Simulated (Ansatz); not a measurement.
`[OH][Ga]([F])[Cl]` + HBr → `[OH][Ga]([F])[Br]` + HCl at 298.15 K and 1 bar (ligand exchange at a Ga–Cl bond).

Program: Ansatz. Geometries: PBE0-D4/def2-TZVP. ΔE: electronic, gas phase. CBS: MP2 limit from def2 TZ/QZ plus the TZ coupled-cluster correction, frozen cores. This one scheme is used for every species. For Br, Ga outer-core shells are correlated without core-valence functions, which leaves a few kJ/mol of doubt a bond. Scalar relativity is left out up to krypton. One conformer a species, not always the lowest.

| species | CCSD(T)/CBS energy (Eh) | H − E (kJ/mol) | S (J/(mol·K)) |
| --- | --- | --- | --- |
| `[OH][Ga]([F])[Cl]` | -2559.41427 | 62.0 | 324.1 |
| HBr | -2573.91920 | 24.6 | 198.6 |
| `[OH][Ga]([F])[Br]` | -4672.95707 | 61.5 | 335.6 |
| HCl | -460.38127 | 26.6 | 186.8 |

H − E and S are ideal-gas, rigid-rotor, harmonic terms from PBE0-D4/def2-TZVP, for one conformer and one mirror image of each species. 1 Eh = 2625.50 kJ/mol, R = 8.31446 J/(mol·K).

Problem. By hand: ΔE, ΔH, ΔS and ΔG.

Solution. ΔE = (-4672.95707) + (-460.38127) − (-2559.41427) − (-2573.91920) = -0.00487 Eh = -12.8 kJ/mol. Δ(H − E) = 61.5 + 26.6 − 62.0 − 24.6 = 1.5, so ΔH = -11.3 kJ/mol. ΔS = 335.6 + 186.8 − 324.1 − 198.6 = -0.3 J/(mol·K). ΔG = -11.3 − 298.15 × (-0.3)/1000 = -11.2 kJ/mol.

Problem. By hand: the equilibrium constant, and the temperature at which ΔG would vanish if ΔH and ΔS stayed fixed.

Solution. log₁₀ K = −ΔG/(RT ln 10) = 2.0. ΔG = 0 at ΔH/ΔS = 37667 K, far beyond where these terms or the molecules hold.

The number of gas molecules stays the same, so ΔS is small and ΔH decides. A doubt of 5 kJ/mol in ΔE shifts log₁₀ K by 0.9 here. Other conformers and mirror images would add mixing entropy, several J/(mol·K) or more a flexible species. These are equilibria of isolated gas molecules and say nothing of rates. Largest T1 diagnostic: 0.014 (customary marks: 0.02 for closed shells, 0.045 for open ones).
